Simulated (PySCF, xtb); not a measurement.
Ge(F)3(SH) (F3GeHS), SMILES [F][Ge]([F])([F])[SH].

GFN2-xTB in xtb 6.7.1 at its own geometry gives an orbital gap of 4.15 eV and a dipole moment of 3.68 D.

Geometry optimised at B3LYP-D3(BJ)/def2-SVP. This is a generated structure with no PubChem entry under its InChIKey; it may be hypothetical. One conformer was computed; it need not be the lowest.

Question: What does B3LYP/def2-TZVP in PySCF give? (The exact figures need the calculation; the answer reports its results.)

Answer: gap 6.61 eV (levels -8.63 and -2.02 eV), dipole 2.66 D.
